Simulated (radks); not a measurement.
Valence configurations of Pd (all share [Kr]). Calculated with a radial shooting solver on a logarithmic mesh with Libxc functionals: Dirac Kohn-Sham, PBE, spin-unpolarised, spherical densities, finite nucleus; open shells fill j = l - 1/2 first; Fermi nuclear charge, rms radius 4.5318 fm. Energies are relative to 4d10; eigenvalues in eV.

valence          E (eV)  e(4d3/2)  e(4d5/2)  e(5p1/2)  e(5s1/2)
4d10              0.000    -4.316    -3.881         -         -
4d9.5 5s0.5       0.461    -5.581    -5.129         -    -3.828
4d9 5s1           1.316    -6.956    -6.486         -    -4.352
4d9.5 5p0.5       2.098    -6.564    -6.109    -1.155         -
4d8.5 5s1 5p0.5   4.527    -9.297    -8.807    -1.566    -5.483
4d9 5p1           4.956    -8.689    -8.214    -1.734         -
4d8.5 5s0.5 5p1   6.521   -10.076    -9.584    -1.936    -5.994
4d8 5s1 5p1       8.557   -11.548   -11.037    -2.157    -6.475
4d8.5 5p1.5       8.581   -10.793   -10.298    -2.273         -
4d8 5p2          12.986   -12.903   -12.388    -2.786         -

NIST lists [Kr] 4d10 as the ground configuration; this level of theory agrees among the configurations tried. The energies are those of spherical spin-averaged densities, not of single terms.
